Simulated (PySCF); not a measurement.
SMILES Cl[Si](Cl)(Cl)c1ccc(cc1)[SiH3] (C6H7Cl3Si2) at its GFN2-xTB optimised geometry (Å):

```
18

Si    -0.4750    -0.3224     0.0000
C     -1.0799    -1.1953    -1.5631
C     -0.3404    -2.2179    -2.1498
C     -0.7871    -2.8708    -3.2818
C     -2.0001    -2.5241    -3.8772
C     -2.7444    -1.5006    -3.2902
C     -2.2903    -0.8528    -2.1582
Si    -2.6293    -3.4329    -5.4087
Cl    -3.7479    -5.0327    -4.8630
Cl    -3.7718    -2.1965    -6.5320
Cl    -1.0696    -4.0826    -6.5227
H     -0.9778    -1.0480     1.1696
H     -0.9886     1.0480     0.0000
H      0.9886    -0.3224     0.0000
H      0.6052    -2.5061    -1.7127
H     -0.1868    -3.6577    -3.7149
H     -3.6866    -1.2076    -3.7301
H     -2.8874    -0.0613    -1.7277
```

Calculation: B3LYP/def2-SVP (PySCF). Cells within 0.4 Å of a nucleus heavier than hydrogen are left out (blank, or x).

Map of the LUMO amplitude (bohr^(-3/2)) on the plane z = 0.0 Å; orbital energy -1.39 eV, overall sign arbitrary:

```
|9988888888888888899999999999999|
|9888888888888888899999999999999|
|8888888888888888899999999999999|
|8888888888888888899999999999999|
|8888888888888888899999999999999|
|8888888777778888999999999999999|
|8888887777777888999999999999999|
|8888877776667788999999999999999|
|8888877666566788999999999888889|
|8888777655445788999999998888888|
|8888776654224689999999988888888|
|8888776654225789999998888888888|
|8888776654446789999888888888888|
|8888776655567899998877778888888|
|8888776655578999987666777888888|
|888877655557xx89976555677788888|
|888876654446xxx8864234567788888|
|888876543235xxx7764224567788888|
|9888765321135x76654345567788888|
|9887764320002345555555667788888|
|9887754310000234555566677788888|
|9887754320001234556667777888888|
|9887764321111235566777778888888|
|9887765432223445667777788888888|
|9888765443344556777778888888888|
|9888776555555667778888888888888|
|9888877666666777888888888888889|
|9888887777777788888888888888899|
|9888888777788888888888888888899|
|9888888888888889998888888888999|
|9988888888889999999988888889999|
```
Scale: ten equal steps from -0.044 (start of '0') to 0.005 (end of '9'), in the order '0123456789'; x runs from -3.50 to 3.50, y from -3.50 (bottom) to 3.50 (top).
